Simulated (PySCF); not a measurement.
A GIAO shielding run with PySCF 2.14.0 with density-fitted response routines (density fitting, non-relativistic, gas phase) on `B1Oc2ccccc2O1`, C6H5BO2:

```
$ OMP_NUM_THREADS=2 python probes_run.py task.json out

{"job": {"kind": "nmr", "xc": "B97-2", "basis": "pcSseg-2", "pop": false}, "charge": 0, "multiplicity": 1}
B      2.500792     0.394557     0.759429
O      1.774637    -0.743404     1.042666
C      0.546791    -0.536098     0.471948
C     -0.551021    -1.364861     0.460104
C     -1.679474    -0.889764    -0.204401
C     -1.689093     0.356865    -0.820894
C     -0.570406     1.186816    -0.802304
C      0.537625     0.707143    -0.143311
O      1.759775     1.301002     0.030316
H      3.620434     0.570776     1.099412
H     -0.532941    -2.333435     0.942973
H     -2.569102    -1.506673    -0.240720
H     -2.586027     0.691359    -1.327803
H     -0.567085     2.158439    -1.279267
```

Hardware: 2 threads of an Intel Xeon, shared host. The job also computes ring-centre shieldings.

Task: How large is the calculation?

Result: 62 electrons, 394 basis functions and 1044 auxiliary functions.

Task: How long does it take, and how much memory does it need?

Result: 2.1 min of wall time, with 14 SCF cycles and 4 response iterations; peak memory 2.4 GiB. Times on a shared host scatter by some tens of per cent.

Task: And these other runs on the same molecule and hardware: GIAO shielding at KT3/pcSseg-2; GIAO shielding at PBE0/pcSseg-2; GIAO shielding at wB97X-D/pcSseg-2?

Result: KT3/pcSseg-2: 394 functions, 2.9 min; PBE0/pcSseg-2: 394 functions, 2.6 min; wB97X-D/pcSseg-2: 394 functions, 3.4 min.
